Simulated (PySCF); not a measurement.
# ¹⁷O chemical shifts

[PySCF 2.14.0 with density-fitted response routines: GFN2-xTB structure; σ from GIAO-PBE0/pcSseg-1; relativity neglected; rapidly exchanging positions averaged; single conformer; no solvent model]

Shieldings were converted by a linear fit to measured shifts: ¹⁷O (scatter 10.7 ppm rms, 12.2 ppm with the 3 outliers that the fit left out vs liquid water, solution or neat liquid). Occasional misses reach two or three times the rms, and more in compound classes unlike the fitted ones.

**Question.** Give the ¹⁷O shifts of `O=C1OCC=C1[SiH2]Cl`, `C=C/C(=C/C(=O)F)OC`, `C=CC[C@@H](F)S(=O)(=O)Cl`, `O[Si]1(O[SiH3])SC[SiH2]CS1`, `O=C=C(Cl)CC(=O)[SiH3]`, `COC(=O)CCCl`.

**Answer.** 
| compound | environment | δ (ppm) |
| --- | --- | --- |
| [O:1]=[C:2]1[O:3][CH2:4][CH:5]=[C:6]1[SiH2:7][Cl:8] | O1: ester carbonyl oxygen | 338.9 |
| [O:1]=[C:2]1[O:3][CH2:4][CH:5]=[C:6]1[SiH2:7][Cl:8] | O3: ester alkoxy oxygen | 159.4 |
| [CH2:1]=[CH:2]/[C:3](=[CH:4]/[C:5](=[O:6])[F:7])[O:8][CH3:9] | O6: carbonyl oxygen | 366.3 |
| [CH2:1]=[CH:2]/[C:3](=[CH:4]/[C:5](=[O:6])[F:7])[O:8][CH3:9] | O8: ether oxygen | 101.2 |
| [CH2:1]=[CH:2][CH2:3][C@@H:4]([F:5])[S:6](=[O:7])(=[O:8])[Cl:9] | O7: S=O oxygen | 244.3 |
| [CH2:1]=[CH:2][CH2:3][C@@H:4]([F:5])[S:6](=[O:7])(=[O:8])[Cl:9] | O8: S=O oxygen | 226.9 |
| [OH:1][Si:2]1([O:3][SiH3:4])[S:5][CH2:6][SiH2:7][CH2:8][S:9]1 | O1: oxygen bonded to Si, H | 17.5 |
| [OH:1][Si:2]1([O:3][SiH3:4])[S:5][CH2:6][SiH2:7][CH2:8][S:9]1 | O3: oxygen bonded to 2 Si | 15.7 |
| [O:1]=[C:2]=[C:3]([Cl:4])[CH2:5][C:6](=[O:7])[SiH3:8] | O7: carbonyl oxygen | 723.3 |
| [O:1]=[C:2]=[C:3]([Cl:4])[CH2:5][C:6](=[O:7])[SiH3:8] | O1: carbonyl oxygen | 367.9 |
| [CH3:1][O:2][C:3](=[O:4])[CH2:5][CH2:6][Cl:7] | O4: ester carbonyl oxygen | 360.2 |
| [CH3:1][O:2][C:3](=[O:4])[CH2:5][CH2:6][Cl:7] | O2: ester alkoxy oxygen | 132.9 |

**Question.** Order these by ¹⁷O shift, lowest first.
A. CC[SiH2]C(=O)CC
B. CC/C=C/CO[SiH3]
C. CNC(=O)CCCCl

**Answer.** B (-23.4 ppm, oxygen bonded to C, Si), C (314.3 ppm, amide-type carbonyl oxygen), A (709.1 ppm, carbonyl oxygen).

In solution the two oxygens of a carboxylic acid give one averaged line by proton exchange, and hydrogen bonding shields acid and N–H amide carbonyl oxygens by tens of ppm; neither is in these numbers.
